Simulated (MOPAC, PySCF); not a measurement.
Ligands exchanged one at a time, Ga SiH3-SH. Isolated molecules, 0 K electronic values unless said otherwise. One relaxed conformer stands for each flexible species; it need not be the lowest. Strings in code marks are SMILES.

Quantity: redistribution energy (mixed species minus the weighted end members), in eV. Semi-empirical values (MOPAC) are differences of heats of formation.

Level 1: PBE-D3(BJ)/def2-TZVP // PBE0-D3(BJ)/def2-TZVP (PySCF)
Level 2: SVWN5/6-31G* // PBE0-D3(BJ)/def2-TZVP (PySCF)
Level 3: frozen-core MP2/6-31G* // PBE0-D3(BJ)/def2-TZVP (PySCF)
Level 4: PM6 // PBE0-D3(BJ)/def2-TZVP (MOPAC)

```tsv
species	level 1	level 2	level 3	level 4
1 of 3 SiH3 replaced by SH: `[SiH3][Ga]([SiH3])[SH]` (Si–Ga–S–H torsion 1°)	-0.168	-0.198	-0.158	-0.294
2 of 3 SiH3 replaced by SH: `[SiH3][Ga]([SH])[SH]` (S–Ga–S–H torsion -179°, S–Ga–S–H torsion 0°)	-0.160	-0.192	-0.160	-0.354
```
